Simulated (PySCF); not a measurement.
## [Lu(H2O)4]3+ relaxed at several levels

Computed with PySCF 2.14.0, def2-SVP on the ligands, density fitting, scalar-relativistic core potentials, no spin-orbit coupling, vacuum. Each row is relaxed at its own level from the same template. Distances are means of the shortest metal–ligand contacts, charges and spins Mulliken's; removal energies are rigid, with the ligand's formal charge and no counterpoise, so too large; for an anion taken off a cation in vacuum most of it is the attraction of opposite charges, and multiply charged cations can part far more cheaply with an electron moved from ligand to metal. lcecp potentials hold a fixed number of 4f electrons in the core, out of states, spins and gaps.

```csv
level,basis on the metal,point group,M–H2O (Å),charge on M (e),removal of one H2O (eV),"strongest infrared band, degenerate modes summed (cm⁻¹)",unstable modes (below −25 cm⁻¹)
B3LYP,lcecp-1-SVP with ECP60,S4,2.223,1.61,3.67,3553,0
```

Problem. What does the calculation give for PBE0, lcecp-1-SVP with ECP60?

Solution. point group: S4, M–H2O (Å): 2.214, charge on M (e): 1.66, removal of one H2O (eV): 3.65, unstable modes (below −25 cm⁻¹): not given.
```xyz
13

Lu    0.0000    0.0000    0.0000
O     1.3126    1.2263    1.2937
H     1.2352    1.3894    2.2622
H     2.1194    1.7311    1.0400
O    -1.3127   -1.2937    1.2262
H    -2.1193   -1.0400    1.7312
H    -1.2352   -2.2622    1.3895
O     1.3126   -1.2263   -1.2937
H     2.1194   -1.7311   -1.0400
H     1.2352   -1.3894   -2.2622
O    -1.3127    1.2937   -1.2262
H    -1.2352    2.2622   -1.3895
H    -2.1193    1.0400   -1.7312
```

Moved off a saddle point of the template and relaxed again: B3LYP, PBE0. One start shape was tried for each, so a minimum needn't be the lowest isomer.
